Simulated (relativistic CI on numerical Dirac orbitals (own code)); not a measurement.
Tm4+: 4f valence photoemission

Computed with this model: Dirac-Coulomb-Breit CI, orbitals from a KLI potential per configuration, model QED, valence Slater integrals scaled by 0.8, multiplet model of photoemission in the sudden approximation; configurations [Xe] 4f11 → [Xe] 4f10; 300 K; Lorentzian 0.21 eV and Gaussian 0.3 eV FWHM. Energies are those of the free ion, without screening or charge transfer. The energies are binding energies and can lie tens of eV above those of solids. S is read from ⟨S²⟩ = S(S + 1).

Field parameters in Wybourne normalisation. The field is a parameter set, without covalency.

Computed curve for D4h, B20 = -1750, B40 = -1680, B44 = 930, B60 = -530, B64 = -960 cm⁻¹, scaled to 100 at the maximum (points under 2 are left out and the grid is thinned):

Energy (eV), Intensity and a bar:
```
     60.9        2.2 
     61.1        3.2 
     61.4        7.6 ##
     61.6       20.9 ######
     61.8       67.3 ####################
     62.0      100.0 ##############################
     62.3       28.4 ########
     62.5       15.1 ####
     62.7       24.5 #######
     62.9       32.6 #########
     63.2       16.4 ####
     63.4       19.6 #####
     63.6       16.6 ####
     63.8       13.4 ####
     64.1       15.2 ####
     64.3       28.3 ########
     64.5       33.1 ##########
     64.7       47.8 ##############
     65.0       43.0 #############
     65.2       42.8 ############
     65.4       64.4 ###################
     65.6       74.0 ######################
     65.9       85.9 ##########################
     66.1       55.5 ################
     66.3       34.8 ##########
     66.5       50.2 ###############
     66.8       41.2 ############
     67.0       16.3 ####
     67.2        9.5 ##
     67.4       10.1 ##
     67.7       10.7 ###
     67.9        6.4 #
     68.1        2.9 
     68.3        2.0 
     69.7        2.1 
     69.9        4.0 #
     70.1        5.6 #
     70.3        4.7 #
     70.6        2.8 
     70.8        2.2
```

The ground state has S = 1.47, and the centroid lies at 64.77 eV.
